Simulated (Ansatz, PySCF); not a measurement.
Si(F)(Br)(OH)2 (BrFH2O2Si), SMILES O[Si](O)(F)Br.

The structure is a stationary point at r2SCAN-D4/def2-SVP. The geometry has at least one imaginary mode, so it is a saddle point at that level. The structure was generated by enumeration, and PubChem lists no compound with its InChIKey, so it may never have been made. Other conformers were not sampled.

Vertical ionisation energy (IE) and electron affinity (EA) in eV. Rows of orbital energies are one-electron estimates. Where ΔSCF, EOM or ADC give a negative EA the extra electron is unbound and the value depends on the basis.

```
level                                                                        IE          EA
-------------------------------------------------------------------  ----------  ----------
−ε(HOMO), −ε(LUMO), PBE0/def2-TZVP (PySCF)                                 8.83        0.00
−ε(HOMO), −ε(LUMO), PBE/def2-TZVP (PySCF)                                  7.45        0.95
ΔSCF, PBE0/def2-SVPD (Ansatz), final states of multiplicity 2 and 2       11.34       -0.71
ΔSCF, PBE/def2-SVPD (Ansatz), final states of multiplicity 2 and 2   (withheld)  (withheld)
```

Q: Complete the blanks. (The exact figures need the calculation; the answer reports its results.)

A: 
- ΔSCF, PBE/def2-SVPD (Ansatz, a program for electronic structure), final states of multiplicity 2 and 2, IE: 10.84
- ΔSCF, PBE/def2-SVPD (Ansatz), final states of multiplicity 2 and 2, EA: -0.48

Q: What vertical singlet–triplet gap does ΔSCF give with PBE0/def2-SVPD (Ansatz) and with PBE/def2-SVPD (Ansatz)? (The exact figures need the calculation; the answer reports its results.)

A: 7.05 and 6.47 eV (triplet above singlet where positive).
